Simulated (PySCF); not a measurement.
**B³⁺ (boron, charge +3) across methods**

1s2, closed-shell 1S. Calculation: PySCF 2.14, in x2c-QZVPPall with one added diffuse shell each of s, p, d, f type (8s5p4d3f1g, 73 functions); the spin-free X2C one-electron Hamiltonian (Gaussian nucleus).

```json
{"method": "TPSS", "E (hartree)": "-22.0443", "mean ε 1s (eV)": "-233.46", "Σ⟨r²⟩ (bohr²)": "0.2857", "⟨S²⟩": "0.000"}
{"method": "r2SCAN", "E (hartree)": "-22.0395", "mean ε 1s (eV)": "-234.38", "Σ⟨r²⟩ (bohr²)": "0.2857", "⟨S²⟩": "0.000"}
{"method": "BP86", "E (hartree)": "-22.0293", "mean ε 1s (eV)": "-231.68", "Σ⟨r²⟩ (bohr²)": "0.2870", "⟨S²⟩": "0.000"}
{"method": "B2PLYP", "E (hartree)": "-22.0210", "mean ε 1s (eV)": "-246.91", "Σ⟨r²⟩ (bohr²)": "0.2859", "⟨S²⟩": "0.000"}
{"method": "M06-2X", "E (hartree)": "-22.0408", "mean ε 1s (eV)": "-245.58", "Σ⟨r²⟩ (bohr²)": "0.2867", "⟨S²⟩": "0.000"}
{"method": "PBE", "E (hartree)": "-21.9884", "mean ε 1s (eV)": "-231.36", "Σ⟨r²⟩ (bohr²)": "0.2885", "⟨S²⟩": "0.000"}
{"method": "UHF", "E (hartree)": "-21.99243", "mean ε 1s (eV)": "-259.71", "Σ⟨r²⟩ (bohr²)": "0.2835", "⟨S²⟩": "0.000"}
{"method": "LDA", "E (hartree)": "-21.7493", "mean ε 1s (eV)": "-229.18", "Σ⟨r²⟩ (bohr²)": "0.2918", "⟨S²⟩": "0.000"}
{"method": "PBE0", "E (hartree)": "-22.0008", "mean ε 1s (eV)": "-238.65", "Σ⟨r²⟩ (bohr²)": "0.2871", "⟨S²⟩": "0.000"}
```
